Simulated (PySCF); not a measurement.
A small calculation by hand: dipole moment from atomic charges

BrGaH3N, SMILES [NH2][GaH][Br]. Atoms are numbered in the order given.

```xyz
6

Ga    -0.4139    -0.8894     0.0000
H     -1.8971    -1.3450     0.0000
Br     0.1341     1.3588     0.0000
N      1.0151    -1.9959     0.0000
H      1.9737    -1.6636     0.0000
H      0.9551    -3.0085     0.0000
```
Charge 0, spin multiplicity 1.

Geometry optimised at B3LYP-D3(BJ)/def2-SVP. The structure was generated by enumeration; whether it is a known compound was not checked. One conformer was computed; it need not be the lowest.

Charges (e) from PBE/def2-TZVPD (PySCF):

| atom | IAO | ESP fit |
|---|---|---|
| Ga1 | 0.596 | 0.602 |
| H2 | -0.113 | -0.121 |
| Br3 | -0.258 | -0.262 |
| N4 | -0.775 | -0.940 |
| H5 | 0.275 | 0.351 |
| H6 | 0.275 | 0.369 |

The dipole moment of the full density is 2.50 D.

Problem. What dipole moment does each set of point charges give, and which comes closer to that of the density?

Solution. 
μ = Σ q r, and 1 e Å = 4.8032 D.
IAO: Σ q r = (-0.048, -0.467, 0.000) e Å, |μ| = 2.25 D.
ESP fit: Σ q r = (0.036, -0.547, 0.000) e Å, |μ| = 2.63 D.
ESP fit comes closer in size. Point charges leave out the atoms' own dipoles (lone pairs, polarised bonds); fits to the potential absorb them, partitions of the density don't.
